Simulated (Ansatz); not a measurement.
Consider the ligand exchange at the In–Br bond: `[F][In]([F])[Br]` + H–F → `[F][In]([F])[F]` + HBr.

Gas-phase electronic energies from Ansatz, PBE0-D4/def2-TZVP geometries. CBS: MP2 limit from def2 TZ/QZ plus the TZ coupled-cluster correction, frozen cores. This one scheme is used for every species. Elements past krypton have def2 core potentials. For Br, In outer-core shells are correlated without core-valence functions, which leaves a few kJ/mol of doubt a bond. Scalar relativity is left out up to krypton.

```tsv
species	HF/def2-SVP energy (Eh)
`[F][In]([F])[Br]`	-2960.12580
H–F	-99.93236
`[F][In]([F])[F]`	-487.33935
HBr	-2572.68493
```

**Question.** Work out ΔE.

**Answer.** ΔE = (-487.33935) + (-2572.68493) − (-2960.12580) − (-99.93236) = 0.03388 Eh = +0.92 eV. CCSD(T)/CBS gives +0.95 eV.

**Question.** What do rigid-rotor, harmonic-oscillator terms from PBE0-D4/def2-TZVP frequencies (298.15 K, 1 bar) make of the CCSD(T)/CBS value? (Estimate.)

**Answer.** Ansatz gave: ΔZPE = -0.07 eV, ΔH = +0.88 eV, ΔS = -5 J/(mol·K), ΔG = +0.89 eV.

Largest T1 diagnostic among the species: 0.018.

Leaving LDA and LC-ωPBE aside and taking each functional with its dispersion term where it has one, the values, not all of them listed here, spread over 0.20 eV, from BLYP-D4 to PBE-QIDH. LDA lies +0.08 eV from PBE without D4. At CCSD(T), def2-SVP lies −0.17 eV from the extrapolated value and def2-TZVPP −0.04 eV. The D4 term adds +0.04 eV with B3LYP and +0.02 eV with PBE0; it sums over pairs of atoms, weighted by their polarisabilities, and B3LYP, whose exchange is more repulsive, gets the larger term.

B3LYP here is the variant with VWN-RPA as its local correlation; programs differ in this.
